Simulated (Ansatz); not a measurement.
Caution, from a PySCF single point (B3LYP-D3(BJ)/def2-TZVPD) at this geometry: the highest occupied level lies above zero, so the state may not be bound. Caution, from a PySCF single point (B3LYP-D3(BJ)/def2-TZVPD) at this geometry: the restricted solution is unstable towards spin-unrestricted or complex orbitals, so a lower solution exists and this singlet may not be the ground state. This singlet lies 0.08 eV below the relaxed triplet at the level frozen-core CCSD(T)/aug-cc-pVTZ // B3LYP-D3(BJ)/def2-TZVPD (Ansatz, a program for electronic structure); other levels give the other order.

A geometry relaxed with B3LYP-D3(BJ)/def2-TZVPD (Ansatz), charge -1, multiplicity 1:

```xyz
5

Cl     2.8879    -0.1275     0.0105
Al    -0.7837     0.0262    -0.2423
B      1.1429    -0.0405     0.2850
H     -1.6837    -1.2903     0.0214
H     -1.5634     1.4321    -0.0746
```

Task: Write the SMILES of this molecule.

Result: `[AlH2][B-]Cl`
